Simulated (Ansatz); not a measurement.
Frontier orbitals of C$_{2}$H$_{6}$B$_{2}$ (`BC(B)=C`).

The species carries charge 0 and has multiplicity 1. The geometry is a stationary point of PBE0-D4/def2-TZVP. Basis def2-TZVPP, Ansatz 0.2.0.

Orbital energies of one run (eV). Highest occupied ones, from the top: -7.33, -7.82, -7.91, -8.26, -9.59, -10.64, -11.66, -12.92, -14.80, -19.40, -174.95, -174.95, -266.07, -267.51. Empty: -3.94, -2.80, 0.09, 0.77, 1.50, 1.56.

(1) Which functional gave them?
A. BHLYP
B. LDA (SPW92)
C. LC-ωPBE
D. r2SCAN0

Results:

(1) B. HOMO energies: LDA (SPW92) -7.33, LC-ωPBE -11.41, r2SCAN0 -8.79, BHLYP -9.74 eV.

LC-ωPBE has ω = 0.4 bohr⁻¹.
